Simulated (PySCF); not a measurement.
Species: `CC#C[Si@](C)([SiH3])C#N`. The columns A, B, C and D hold Mulliken, IAO, Hirshfeld and ESP-fitted charges (e) of one PBE0/pcSseg-1 density (PySCF), in a shuffled order. Coordinates in Å (GFN2-xTB); the density's dipole moment is (2.28, 0.68, -3.93) D.

```json
{"atom": "C1", "x": "3.548", "y": "0.409", "z": "0.447", "A": "-0.569", "B": "-0.161", "C": "-0.441", "D": "-0.090"}
{"atom": "C2", "x": "2.120", "y": "0.193", "z": "0.411", "A": "+0.318", "B": "-0.157", "C": "+0.023", "D": "-0.013"}
{"atom": "C3", "x": "0.929", "y": "0.005", "z": "0.386", "A": "-0.576", "B": "-0.394", "C": "-0.380", "D": "-0.187"}
{"atom": "Si4", "x": "-0.906", "y": "-0.217", "z": "0.329", "A": "+0.598", "B": "+0.683", "C": "+0.783", "D": "+0.354"}
{"atom": "C5", "x": "-1.298", "y": "-1.833", "z": "-0.605", "A": "-0.595", "B": "-0.607", "C": "-0.699", "D": "-0.203"}
{"atom": "Si6", "x": "-2.074", "y": "1.653", "z": "-0.395", "A": "+0.081", "B": "+0.265", "C": "+0.300", "D": "+0.233"}
{"atom": "C7", "x": "-1.323", "y": "-0.575", "z": "2.126", "A": "+0.180", "B": "-0.188", "C": "-0.147", "D": "-0.037"}
{"atom": "N8", "x": "-1.608", "y": "-0.759", "z": "3.221", "A": "-0.408", "B": "-0.216", "C": "-0.206", "D": "-0.209"}
{"atom": "H9", "x": "3.870", "y": "0.927", "z": "-0.456", "A": "+0.189", "B": "+0.156", "C": "+0.178", "D": "+0.066"}
{"atom": "H10", "x": "4.068", "y": "-0.546", "z": "0.514", "A": "+0.197", "B": "+0.158", "C": "+0.179", "D": "+0.067"}
{"atom": "H11", "x": "3.807", "y": "1.015", "z": "1.315", "A": "+0.194", "B": "+0.160", "C": "+0.180", "D": "+0.068"}
{"atom": "H12", "x": "-1.008", "y": "-1.753", "z": "-1.650", "A": "+0.168", "B": "+0.148", "C": "+0.162", "D": "+0.047"}
{"atom": "H13", "x": "-2.360", "y": "-2.060", "z": "-0.573", "A": "+0.138", "B": "+0.149", "C": "+0.163", "D": "+0.047"}
{"atom": "H14", "x": "-0.766", "y": "-2.680", "z": "-0.180", "A": "+0.179", "B": "+0.160", "C": "+0.172", "D": "+0.053"}
{"atom": "H15", "x": "-1.699", "y": "1.988", "z": "-1.773", "A": "-0.027", "B": "-0.057", "C": "-0.092", "D": "-0.068"}
{"atom": "H16", "x": "-1.784", "y": "2.817", "z": "0.443", "A": "-0.032", "B": "-0.045", "C": "-0.084", "D": "-0.063"}
{"atom": "H17", "x": "-3.522", "y": "1.430", "z": "-0.377", "A": "-0.037", "B": "-0.053", "C": "-0.090", "D": "-0.066"}
```

Question: Which column most likely holds the ESP-fitted charges?

Answer: A. Σ q r misses the density's dipole by 0.04 D (A), 1.07 D (D), 1.25 D (C), 1.77 D (B). Charges fitted to the outside potential are the only set here that is tied to the molecule's multipoles.

Question: And the Hirshfeld charges?

Answer: D. The mean sizes are 0.110 e (D), 0.221 e (B), 0.252 e (C), 0.264 e (A), and Hirshfeld charges are commonly the smallest of these schemes.

As computed, A = ESP-fitted, B = Mulliken, C = IAO, D = Hirshfeld. Hydrogens on carbon: ESP-fitted +0.14 to +0.20, Mulliken +0.15 to +0.16, IAO +0.16 to +0.18, Hirshfeld +0.05 to +0.07 e.

The IAO scheme counts the electrons in orthogonalised intrinsic atomic orbitals, a minimal basis polarised so that it spans the occupied orbitals exactly. The Hirshfeld scheme divides the density at each point in proportion to the densities of the neutral, spherically averaged free atoms.

Isolated species at its GFN2-xTB geometry, gas phase.

The run behind these numbers computed NMR shieldings as well. Time: 76 s of wall time (grids of density and orbitals included); peak memory 0.86 GiB. Hardware: Arm Neoverse N1, one thread (shared host).
